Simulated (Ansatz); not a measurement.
PBE exchange is replaced step by step with exact exchange (0 % is PBE, 25 % PBE0; no dispersion term), basis def2-TZVPD, Ansatz. System: [SiF5]- (SiF₅⁻). Charge -1, multiplicity 1. Geometry: PBE0-D4/def2-SVPD.

Geometry of the singlet:

```csv
atom,x (Å),y (Å),z (Å)
Si1,0.0001,-0.0001,-0.0001
F2,-0.1643,0.7101,-1.5225
F3,0.1653,-0.7115,1.5218
F4,1.6413,-0.0502,-0.2012
F5,-0.9353,-1.2723,-0.4929
F6,-0.7071,1.3240,0.6948
```

```tsv
exact exchange (%)	HOMO (eV)	LUMO (eV)	gap (eV)
0	-3.12	3.56	6.69
10	-3.95	3.80	7.75
15	-4.37	3.91	8.28
25	-5.22	4.12	9.34
35	-6.07	4.32	10.40
50	-7.38	4.60	11.98
```

**Question.** Fit a straight line to the column «gap (eV)» against the share of exact exchange and predict its value at 5 %.

**Answer.** With x = exact exchange (%) and y = gap (eV): mean x = 22.5, mean y = 9.073; Σ(x − x̄)(y − ȳ) = 173.3, Σ(x − x̄)² = 1638; slope b = 0.1058, intercept a = ȳ − b·x̄ = 6.693. The residuals of the fitted rows reach 0.00. At x = 5 the line gives 6.693 + (0.1058 × 5) = 7.22; the run gave 7.22, the same within rounding.
